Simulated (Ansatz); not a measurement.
Consider the substitution at a C–Si bond: `C[SiH](C)P` + `C[NH][GeH]([OH])[Cl]` → `C[NH][GeH]([Cl])[O]C` + `C[SiH2]P`.

Calculated with Ansatz (gas phase, PBE0-D4/def2-TZVP geometries, no zero-point term in ΔE). CCSD(T)/CBS adds triple-zeta CCSD(T) − MP2 to the extrapolated MP2 energy (def2 sets, frozen cores). For Ge outer-core shells are correlated without core-valence functions, which leaves a few kJ/mol of doubt a bond. Scalar relativity is left out up to krypton. Each species was taken in one conformer, which may not be the lowest.

```json
{"species": "`C[SiH](C)P`", "HF/def2-TZVPP energy (Eh)": "-710.72399"}
{"species": "`C[NH][GeH]([OH])[Cl]`", "HF/def2-TZVPP energy (Eh)": "-2705.71239"}
{"species": "`C[NH][GeH]([Cl])[O]C`", "HF/def2-TZVPP energy (Eh)": "-2744.74252"}
{"species": "`C[SiH2]P`", "HF/def2-TZVPP energy (Eh)": "-671.66119"}
```

Task: Work out ΔE.

Result: ΔE = (-2744.74252) + (-671.66119) − (-710.72399) − (-2705.71239) = 0.03267 Eh = +20.5 kcal/mol. CCSD(T)/CBS gives +24.3 kcal/mol.

Largest T1 diagnostic among the species: 0.012.

In def2-TZVPP, CCSD(T) changes the Hartree–Fock value by +2.8 kcal/mol (the triples alone add +0.2 kcal/mol) and MP2 by +4.6 kcal/mol.
